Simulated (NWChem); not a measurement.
System: GeSiNH5, singlet; SMILES [NH2][Ge][SiH3]

```xyz
8

Ge    -0.4488    -0.6562     0.0000
N      1.2994    -1.1500     0.0000
H      1.5674    -2.1298     0.0000
H      2.1089    -0.5360     0.0000
Si     0.0755     1.7689     0.0000
H     -0.5101     2.4489     1.2035
H     -0.5101     2.4489    -1.2035
H      1.5538     2.0506     0.0000
```
Atoms are numbered in this order, from 1.

Low-valent species are run as closed-shell singlets; no triplet was tried in these runs. Coordinates come from a PBE0/def2-SVP optimisation.

Symmetry labels are those of Cs in the frame above (b1 and b2, or b-type labels, depend on it).

**Question.** List the 4 lowest vertical singlet excitations from B3LYP/def2-SVPD, TDA (NWChem).

**Answer.** 
```
state  energy (eV)  oscillator strength  symmetry  leading excitation (squared amplitude)
-----  -----------  -------------------  --------  --------------------------------------
S1            2.89                0.006        a"                      HOMO → LUMO (0.99)
S2            4.95                0.068        a'                    HOMO → LUMO+1 (0.89)
S3            5.67                0.022        a'                    HOMO → LUMO+3 (0.72)
S4            5.78                0.093        a'                    HOMO−1 → LUMO (0.77)
```
